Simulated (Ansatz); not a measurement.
Geometry optimisation, Ansatz, RKS BHLYP-D4/def2-SVP.

Input file:

```yaml
crystal:
  periodic: [false, false, false]
  atoms:
    - { symbol: Zr, position_ang: [0.0, 0.0, 0.0] }
    - { symbol: "N", position_ang: [0.0, 0.0, 2.56] }
    - { symbol: H, position_ang: [-0.877, -0.2713, 3.09] }
    - { symbol: H, position_ang: [0.877, 0.2713, 3.09] }
    - { symbol: F, position_ang: [1.8671, 0.0, -0.6593] }
    - { symbol: F, position_ang: [-0.9326, 1.6157, -0.6593] }
    - { symbol: Cl, position_ang: [-1.1869, -2.0563, -0.8392] }
    - { symbol: Cl, position_ang: [1.0493, -2.4618, 0.8892] }
    - { symbol: H, position_ang: [0.5526, -1.2964, 2.2106] }
basis:
  gaussian: { orbitals: def2-SVP }
hamiltonian:
  xc: { name: BHLYP }
  dispersion: d4
relax:
  f_tol: 0.15
  max_steps: 25
  restrain:
    - { distance: [0, 7], at: 3.72, k: 30.0 }
    - { distance: [8, 1], at: 2.26, k: 30.0 }
    - { distance: [0, 1], at: 2.21, k: 30.0 }
    - { distance: [8, 7], at: 1.37, k: 30.0 }
```

Launched with:

```bash
$ ansatz run input.yaml --threads 4 --pin off --max-ram 5120MiB --backend cpu --events-out ev --progress --plain --runs-dir out
```

Question: Where does it end, and by what steps?

Answer: The forces met the threshold. The restraints hold the end off the free minimum; the threshold counts their pulls, which the force column leaves out. Restrained pairs: Zr1–Cl8 (2.82 → 3.72 Å), N2–H9 (1.45 → 2.25 Å), Zr1–N2 (2.56 → 2.15 Å), Cl8–H9 (1.83 → 1.33 Å). After 8 steps the energy has fallen by 2.247 eV (the restraints' own energy left out); Cl8 moved furthest, 0.88 Å.

```json
{"step": "0", "energy less start (eV)": "0.0000", "largest force component (eV/Å)": "3.400", "accepted": "yes"}
{"step": "1", "energy less start (eV)": "0.2872", "largest force component (eV/Å)": "4.227", "accepted": "yes"}
{"step": "2", "energy less start (eV)": "-0.0568", "largest force component (eV/Å)": "5.237", "accepted": "yes"}
{"step": "3", "energy less start (eV)": "-1.0358", "largest force component (eV/Å)": "4.182", "accepted": "yes"}
{"step": "4", "energy less start (eV)": "-1.9471", "largest force component (eV/Å)": "1.698", "accepted": "yes"}
{"step": "5", "energy less start (eV)": "-2.0917", "largest force component (eV/Å)": "1.782", "accepted": "yes"}
{"step": "6", "energy less start (eV)": "-2.1721", "largest force component (eV/Å)": "1.682", "accepted": "yes"}
{"step": "7", "energy less start (eV)": "-2.1932", "largest force component (eV/Å)": "2.553", "accepted": "yes"}
{"step": "8", "energy less start (eV)": "-2.2473", "largest force component (eV/Å)": "1.887", "accepted": "yes"}
```

```xyz
9
Properties=species:S:1:pos:R:3
Zr -0.069 0.110 0.066
N -0.055 0.016 2.209
H -0.903 -0.036 2.759
H 0.678 0.410 2.785
F 1.703 0.206 -0.580
F -0.929 1.716 -0.433
Cl -1.420 -1.619 -0.788
Cl 1.500 -2.953 1.470
H 0.844 -2.048 2.193
```

Run time: 22 s on 4 threads of Arm Neoverse V2 (shared host), peak memory 0.34 GiB.
